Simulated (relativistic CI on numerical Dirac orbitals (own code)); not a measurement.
**Forbidden lines of Eu16+**

Calculated at this level of theory: Dirac-Coulomb-Breit CI, separate exchange-only KLI orbitals for each configuration, model QED (radiative potential, 1s self-energy scaled to tabulated hydrogen-like ionisation energies), unscaled Slater integrals (own radial code, finite nucleus).

Configuration list (outside the closed core [Ar] 3d10): 4s2 4p6 4d10 4f, 4s2 4p6 4d10 5s, 4s2 4p6 4d10 5p, 4s2 4p6 4d9 4f2, 4s2 4p6 4d10 5d, 4s2 4p6 4d10 5f, 4s2 4p6 4d10 6s, 4s2 4p6 4d9 4f 5s, 4s2 4p5 4d10 4f2, 4s2 4p6 4d10 6p, 4s2 4p6 4d10 5g, 4s2 4p6 4d10 6d, 4s2 4p6 4d9 4f 5p, 4s2 4p6 4d10 6f, 4s2 4p6 4d10 7s, 4s 4p6 4d10 4f2, 4s2 4p6 4d10 7p, 4s2 4p6 4d9 4f 5d, 4s2 4p6 4d10 8s, 4s2 4p5 4d10 4f 5s. Double excitations out of closed p, d and f shells are left out; levels of such configurations are missing from the list, as are those of other unlisted configurations, and high levels can miss mixing partners.

```
λ vac (nm)                         Lower                         Upper  Type   A (s⁻¹)  E lower (eV)  E upper (eV)
    8.3856   4s2 4p6 4d10 4f 2F°_5/2 [1]  4s2 4p6 4d9 4f2 2H_11/2 [85]    E3  1.38e+02         0.000       147.853
    8.4381   4s2 4p6 4d10 4f 2F°_7/2 [2]  4s2 4p6 4d9 4f2 2H_11/2 [85]    M2  7.76e+02         0.919       147.853
    8.4940   4s2 4p6 4d10 4f 2F°_7/2 [2]  4s2 4p6 4d9 4f2 2H_11/2 [76]    M2  1.95e+03         0.919       146.886
    8.5449   4s2 4p6 4d10 4f 2F°_5/2 [1]  4s2 4p6 4d9 4f2 2I_11/2 [67]    E3  5.83e+01         0.000       145.096
    8.5994   4s2 4p6 4d10 4f 2F°_7/2 [2]  4s2 4p6 4d9 4f2 2I_11/2 [67]    M2  1.85e+02         0.919       145.096
    8.6107   4s2 4p6 4d10 4f 2F°_7/2 [2]  4s2 4p6 4d9 4f2 2H_11/2 [65]    M2  1.71e+03         0.919       144.907
    8.6453   4s2 4p6 4d10 4f 2F°_5/2 [1]  4s2 4p6 4d9 4f2 2I_11/2 [56]    E3  5.07e+01         0.000       143.412
    8.7011   4s2 4p6 4d10 4f 2F°_7/2 [2]  4s2 4p6 4d9 4f2 2I_11/2 [56]    M2  1.23e+03         0.919       143.412
    8.8026   4s2 4p6 4d10 4f 2F°_7/2 [2]  4s2 4p6 4d9 4f2 4I_11/2 [49]    M2  2.92e+02         0.919       141.768
    8.8867   4s2 4p6 4d10 4f 2F°_7/2 [2]  4s2 4p6 4d9 4f2 2H_11/2 [41]    M2  8.64e+02         0.919       140.435
    8.9358   4s2 4p6 4d10 4f 2F°_7/2 [2]  4s2 4p6 4d9 4f2 4G_11/2 [34]    M2  4.38e+03         0.919       139.669
    8.9904   4s2 4p6 4d10 4f 2F°_7/2 [2]  4s2 4p6 4d9 4f2 4K_11/2 [29]    M2  1.12e+03         0.919       138.827
    9.0358   4s2 4p6 4d10 4f 2F°_5/2 [1]   4s2 4p6 4d9 4f2 4D_1/2 [22]    M2  1.35e+04         0.000       137.215
    9.0389   4s2 4p6 4d10 4f 2F°_7/2 [2]  4s2 4p6 4d9 4f2 4K_11/2 [27]    M2  1.08e+03         0.919       138.086
    9.1305   4s2 4p6 4d10 4f 2F°_7/2 [2]  4s2 4p6 4d9 4f2 4G_11/2 [21]    M2  2.67e+03         0.919       136.711
    121.18  4s2 4p6 4d9 4f2 4K_13/2 [20]  4s2 4p6 4d9 4f2 2H_11/2 [76]    M1  2.20e+02       136.654       146.886
    121.85  4s2 4p6 4d9 4f2 4G_11/2 [21]  4s2 4p6 4d9 4f2 2H_11/2 [76]    M1  2.39e+02       136.711       146.886
    132.53  4s2 4p6 4d9 4f2 4H_13/2 [24]  4s2 4p6 4d9 4f2 2H_11/2 [76]    M1  2.82e+02       137.531       146.886
    148.78  4s2 4p6 4d9 4f2 4K_17/2 [16]  4s2 4p6 4d9 4f2 2K_15/2 [64]    M1  1.72e+03       136.386       144.720
    149.19  4s2 4p6 4d9 4f2 2I_13/2 [32]  4s2 4p6 4d9 4f2 2H_11/2 [85]    M1  2.71e+02       139.543       147.853
    163.88  4s2 4p6 4d9 4f2 4H_13/2 [24]  4s2 4p6 4d9 4f2 2I_11/2 [67]    M1  2.69e+02       137.531       145.096
    164.78  4s2 4p6 4d9 4f2 4K_15/2 [17]  4s2 4p6 4d9 4f2 2I_13/2 [59]    M1  7.92e+02       136.425       143.949
    168.09  4s2 4p6 4d9 4f2 4H_13/2 [24]  4s2 4p6 4d9 4f2 2H_11/2 [65]    M1  3.35e+02       137.531       144.907
    169.90  4s2 4p6 4d9 4f2 4I_13/2 [33]  4s2 4p6 4d9 4f2 2H_11/2 [76]    M1  5.02e+02       139.589       146.886
    173.39  4s2 4p6 4d9 4f2 4I_15/2 [36]  4s2 4p6 4d9 4f2 2I_13/2 [78]    M1  4.38e+02       139.863       147.013
    183.46  4s2 4p6 4d9 4f2 4K_13/2 [20]  4s2 4p6 4d9 4f2 2I_11/2 [56]    M1  4.33e+02       136.654       143.412
    193.46  4s2 4p6 4d9 4f2 4K_15/2 [17]  4s2 4p6 4d9 4f2 4H_13/2 [53]    M1  3.78e+02       136.425       142.833
    223.24  4s2 4p6 4d9 4f2 2I_13/2 [32]  4s2 4p6 4d9 4f2 2I_11/2 [67]    M1  8.08e+02       139.543       145.096
    255.26  4s2 4p6 4d9 4f2 4I_15/2 [36]  4s2 4p6 4d9 4f2 2K_15/2 [64]    M1  2.43e+02       139.863       144.720
    324.78  4s2 4p6 4d9 4f2 2L_17/2 [40]  4s2 4p6 4d9 4f2 2L_15/2 [61]    M1  3.03e+02       140.277       144.094
```

Terms are leading LS components. Brackets give the number of a level in order of energy, since labels repeat. The list gives strong lines, with weight on those to low levels, among the lowest 400 of 574 levels, so that lines to higher ones, which can be the strongest, are missing. Levels whose partners in the same complex of configurations lie outside the list can be far off, and so can their lines. Rates are taken at the computed energies, electric ones in the length gauge.

At this charge transitions that keep the count of f electrons are usually good to a few per cent. Terms inside the open d or f shell come out 10 to 20 % too wide with unscaled integrals. Levels that differ in their count of f electrons can be misplaced by several ten thousand cm⁻¹, since the correlation energy of f electrons is missing or only estimated; rates across such gaps can be off by orders of magnitude.

LS names give the leading component of a level, which can be under half, so a name can repeat, a term be missing and a line seem to break the LS rules.
